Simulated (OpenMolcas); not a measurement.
A run on Ru4+ among 6 point charges of -1.7 e arranged as a trigonal antiprism (D3d), 1.89 Å from the ion, with a polar angle of 47.1° against the regular 54.74°.

```
Program             : OpenMolcas 26.06
Method              : CASSCF
Basis               : ANO-RCC-VDZP [6s5p3d1f]
Scalar Hamiltonian  : DKH2, point nucleus
Active space        : 4 electrons in 5 orbitals (4d)
State averaging     : 2S+1 = 5 even, 5 roots; 2S+1 = 3 even, 45 roots; 2S+1 = 1 even, 50 roots
Spin-orbit coupling : state interaction with AMFI integrals over the reference wave functions
```

43 basis functions. Blocks (2S+1, parity, CSFs, roots kept): 5, even, 5, 5; 3, even, 45, 45; 1, even, 50, 50.

Question: How long do the RASSCF and RASSI steps take on 1 thread of Arm Neoverse V1, with other jobs on the host?

Answer: About 24 s of wall time, without the integral step.
